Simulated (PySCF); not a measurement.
Radial density of Hg⁶⁶⁺ (mercury, charge +66)

M06, [Ne] 3s2 3p2, high-spin 3P determinant. Calculation: PySCF 2.14, in an even-tempered Gaussian basis (16 s from 20 bohr⁻², ratio 2.5; 10 p from 26 bohr⁻², ratio 2.5; 4 d from 97 bohr⁻², ratio 2.7; 4 f from 150 bohr⁻², ratio 2.7); the non-relativistic Hamiltonian (point nucleus).

```csv
r (bohr),4πr²ρ (e/bohr),4πr²(ρα − ρβ)
0.000297,0.3889,0.0000
0.000499,1.065,0.0000
0.000840,2.854,0.0001
0.00141,7.369,0.0003
0.00238,17.87,0.0020
0.00400,39.04,0.0129
0.00672,71.58,0.0833
0.0113,99.09,0.4663
0.0190,95.03,1.9491
0.0320,92.04,4.9092
0.0538,123.2,3.8311
0.0905,66.02,0.6985
0.152,32.94,14.2622
0.256,10.34,4.6236
0.431,0.1365,0.0462
```

A non-relativistic calculation at this Z misses sizeable relativistic shifts. Spin-orbit coupling is strong in this species (close to jj coupling), so the high-spin LS determinant is a model state, not a physical level.
